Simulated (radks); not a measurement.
Values are calculated unless marked as measured or tabulated.
Task: Spherical quantum dot in the effective-mass picture: electrons in a well V = -V0 / (1 + exp((r - R)/a)) with V0 = 5.71, R = 4.6, a = 0.46, with a point charge +1 (a donor) at the centre, all in effective atomic units (hartree* = m*/eps^2 hartree, bohr* = eps/m* bohr), one dielectric constant everywhere. Level of theory: non-relativistic Kohn-Sham, PBE, spin-polarised, spherical densities (a radial shooting solver with Libxc functionals). Levels are named by radial order and angular momentum (1s, 1p, 1d, 2s, ...), and open shells are averaged over m. At N = 7 the configuration is 1s2 1p(up 3, down 2). Does electron 8 go into 2s up or 1p down or 2s down?

Result: Into 1p down. The total energies of the other choices lie higher by 0.272 hartree* (2s up), 0.281 hartree* (2s down).
